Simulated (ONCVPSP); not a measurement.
# What one change does to a pseudopotential (Cd, ONCV)

* Element: Cd
* Generator: ONCVPSP 4.0.1
* Type: optimised norm-conserving Vanderbilt (ONCV)
* Functional: LDA (Perdew-Zunger)
* Relativity: scalar-relativistic
* Frozen core: [Ar] 3d10
* Valence charge: 20
* Reference configuration: 4s2 4p6 4d10 5s2
* Partial waves: 4s+5s: rc 1.30 bohr, ncon 4, nbas 9, qcut 9.7 1/bohr, 2 projectors; 4p: rc 1.50 bohr, ncon 4, nbas 7, qcut 9.1 1/bohr, 2 projectors, debl 1.9 Ha; 4d: rc 1.10 bohr, ncon 4, nbas 8, qcut 9.5 1/bohr, 2 projectors, debl 3.9 Ha
* Local potential: polynomial inside 1.00 bohr (lpopt 4, dvloc0 0 Ha)
* Core correction: none

In the p channel the program set the typed energies aside and used -2.462, 0.250 Ha.

All-electron outer shells of the reference configuration (LDA (Perdew-Zunger), scalar-relativistic, ld1.x):

```csv
shell,level (eV),outermost node (bohr),outermost maximum (bohr)
3d,-394.01,–,0.27
4s,-105.84,0.43,0.79
4p,-66.99,0.43,0.84
4d,-11.90,0.42,0.98
5s,-5.96,1.07,2.32
```

Change: d: qcut 10.3.

Cutoffs: the cutoffs (Ha) at which the residual kinetic energy of the hardest occupied pseudo-wave falls to 1 and 0.1 mHa per electron; they do not see the model core or the augmentation charge, which bear on the density cutoff. Errors are all-electron minus pseudo energies relative to the spin-unpolarised reference configuration.

Question: How do hardness, ghosts and transferability respond?

Answer: The potential gets neither clearly harder nor softer (38 Ha and 46 Ha → 39 Ha and 47 Ha); the errors of the 4 common tests hardly move; neither file shows a bound ghost.

| quantity | base | changed |
| --- | --- | --- |
| cutoff, loose | 38 Ha | 39 Ha |
| cutoff, tight | 46 Ha | 47 Ha |
| loose cutoff by channel | s 35 Ha, p 20 Ha, d 38 Ha | s 35 Ha, p 20 Ha, d 39 Ha |
| bound ghosts | none | none |
| GHOST(+) flags under 300 eV | none | none |
| error for 4s2 4p6 4d10 5s1, meV [ΔE 9.63 eV] | -1.4 | -1.4 |
| error for 4s2 4p6 4d10 5s0, meV [ΔE 27.15 eV] | -4.1 | -4.1 |
| error for 4s2 4p6 4d9 5s0, meV [ΔE 65.40 eV] | -8.1 | -8.1 |
| error for 4s2 4p6 4d10 5s0 5p2, meV [ΔE 9.91 eV] | -0.9 | -0.9 |
| s: phases at 1.32 bohr within 0.05 rad from the reference energy up to (Ha; the scan ends near 5) | to the end of the scan | to the end of the scan |
| p: phases at 1.52 bohr within 0.05 rad from the reference energy up to (Ha; the scan ends near 5) | to the end of the scan | to the end of the scan |
| d: phases at 1.12 bohr within 0.05 rad from the reference energy up to (Ha; the scan ends near 5) | to the end of the scan | to the end of the scan |
